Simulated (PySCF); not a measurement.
Run record for `c1cn(c(n1)F)C`: BP86/def2-SVPD, TDA, 1 singlet.

Method: TDA BP86/def2-SVPD, vertical, gas phase, core orbitals frozen in the response (PySCF 2.14.0, density-fitted response routines). Geometry: GFN2-xTB. A driver script takes a list of jobs; this job's settings line and coordinates (Å) are shown.

Command:
```bash
OMP_NUM_THREADS=1 python probes_run.py task.json out
```

Input:
```
{"job": {"kind": "uv", "xc": "BP86", "basis": "def2-SVPD", "nstates": 1, "ntriplets": 2, "tda": true}, "charge": 0, "multiplicity": 1}
C     -1.639414    -0.278681     0.174725
N     -0.242988     0.012383     0.003945
C      0.818447    -0.823071     0.250756
C      1.942205    -0.116396    -0.053010
N      1.612102     1.135655    -0.481732
C      0.319201     1.163184    -0.430619
F     -0.452179     2.189479    -0.761280
H     -1.926213    -1.132733    -0.441434
H     -1.852977    -0.508787     1.220398
H     -2.221333     0.590497    -0.127008
H      0.675773    -1.818680     0.615034
H      2.968575    -0.413536     0.004198
```

Output:
```
coarse grid: 10656 points
cycle   1  E = -364.3698716507  dE =  1.148e+00  |g| = 6.299e-01  |ddm| = 6.259e+00
cycle   2  E = -364.0222464912  dE =  3.476e-01  |g| = 1.389e+00  |ddm| = 4.405e+00
cycle   3  E = -364.4461518000  dE = -4.239e-01  |g| = 2.603e-01  |ddm| = 3.550e+00
cycle   4  E = -364.4598732579  dE = -1.372e-02  |g| = 8.765e-02  |ddm| = 3.939e-01
cycle   5  E = -364.4611277096  dE = -1.254e-03  |g| = 4.352e-02  |ddm| = 2.277e-01
cycle   6  E = -364.4615988675  dE = -4.712e-04  |g| = 1.123e-02  |ddm| = 8.437e-02
cycle   7  E = -364.4616227335  dE = -2.387e-05  |g| = 4.223e-03  |ddm| = 1.721e-02
cycle   8  E = -364.4616268147  dE = -4.081e-06  |g| = 5.009e-04  |ddm| = 6.697e-03
final grid: 105280 points
cycle   9  E = -364.5205545848  dE = -5.214e-05  |g| = 4.686e-03  |ddm| = 1.538e-01
cycle  10  E = -364.5205458640  dE =  8.721e-06  |g| = 7.705e-03  |ddm| = 2.364e-02
cycle  11  E = -364.5205595217  dE = -1.366e-05  |g| = 1.420e-03  |ddm| = 1.541e-02
cycle  12  E = -364.5205599364  dE = -4.147e-07  |g| = 2.190e-04  |ddm| = 1.760e-03
cycle  13  E = -364.5205599416  dE = -5.204e-09  |g| = 1.387e-04  |ddm| = 4.033e-04
cycle  14  E = -364.5205599461  dE = -4.442e-09  |g| = 2.159e-05  |ddm| = 2.027e-04
cycle  15  E = -364.5205599461  dE = -6.878e-11  |g| = 1.733e-05  |ddm| = 7.281e-05
converged SCF energy = -364.5205599461

Static polarisability (au): isotropic 60.897, principal 41.991 66.253 74.447

Singlet excitations
state   eV       nm        f      main configurations
  1   5.6182    220.7   0.00568   H->L+1 1.00

Triplet excitations (Tamm-Dancoff, eV): 4.5112 5.5423
```

The SCF starts on a coarse grid where the log names one; the energy can jump when the final grid takes over, and dE then counts from the start density on the new grid. H and L stand for HOMO and LUMO; the number after each pair is its weight.

Q: Give the mean polarisability as a volume in Å³, and the ratio of the largest to the smallest principal value.

A: 60.897 au × 0.148185 = 9.02 Å³; 74.447/41.991 = 1.77.

Q: Give S1 in cm⁻¹ and kJ/mol.

A: 5.6182 eV × 8065.54 = 45314 cm⁻¹; × 96.485 = 542.1 kJ/mol.

In short: SCF converged in 15 cycles with 183 basis and 664 fitting functions; HOMO -5.67 eV, LUMO -0.48 eV; lowest singlet 5.62 eV; lowest triplet 4.51 eV (Tamm–Dancoff); mean polarisability 60.9 au.

On one thread, Intel Xeon Platinum 8488C (x86_64), shared host with 192 logical CPUs at a one-minute load of 84, this took 22 s wall and 0.51 GiB of memory at its peak.
